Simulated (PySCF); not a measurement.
Gas-phase reaction: Ga2H6 + 2 OH = 2 GaOH + 3 H2

Method: PySCF energies plus ideal-gas RRHO corrections (1 bar). † marks an energy on the PBE0/def2-TZVP geometry and frequencies. MP2 and CCSD(T) freeze the core. Open shells (unrestricted): OH (multiplicity 2); the rest are closed-shell singlets. Spin-orbit splitting is ignored; it lowers the true energy and changes the entropy of OH. Ga: all electrons, no relativistic terms. Ga2H6, GaOH: computed as isolated molecules; such fragments, hydroxides, amides, oligomers or adducts are transient or little studied in the gas. MP2 isn't extrapolated to the basis-set limit. CCSD(T) isn't extrapolated to the basis-set limit.

r2SCAN/def2-TZVP† gives ΔH°(298 K) = -490 kJ.

**Question.** What do CCSD(T)/def2-TZVPP†, MP2/def2-SVP†, M06-2X/def2-TZVP† give?

**Answer.** CCSD(T)/def2-TZVPP†: -500 kJ; MP2/def2-SVP†: -518 kJ; M06-2X/def2-TZVP†: -567 kJ. For scale, ΔH°(298 K) is -490 kJ at this level, -536 kJ at ωB97M-V/def2-TZVP†, and runs from -621 to -300 kJ over the 18 levels computed.
